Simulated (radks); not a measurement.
The numbers below are computed, except where a source is named.
Species: Cr II. Configuration: [Ar] 3d5. Level of theory: scalar-relativistic Kohn-Sham, r2SCAN, spin-unpolarised, spherical densities, finite nucleus; meta-GGA in the generalised Kohn-Sham scheme; Fermi nuclear charge, rms radius 3.6452 fm (a radial shooting solver on a logarithmic mesh with Libxc functionals). Some entries of the table are withheld. Estimate them.

orbital  occ.  eigenvalue (Ry)  <r> (bohr)  <r^2> (bohr^2)
1s          2        -434.3954     0.06356        0.005435
2s          2        -50.14105      0.2924             (1)
2p          6        -42.12117      0.2596         0.08297
3s          2         -6.14682      0.9037          0.9431
3p          6         -3.96378      0.9687             (2)
3d          5         -0.70865       1.410             (3)

Answer. 
(1) 2s <r^2> (bohr^2): 0.1010
(2) 3p <r^2> (bohr^2): 1.108
(3) 3d <r^2> (bohr^2): 2.704
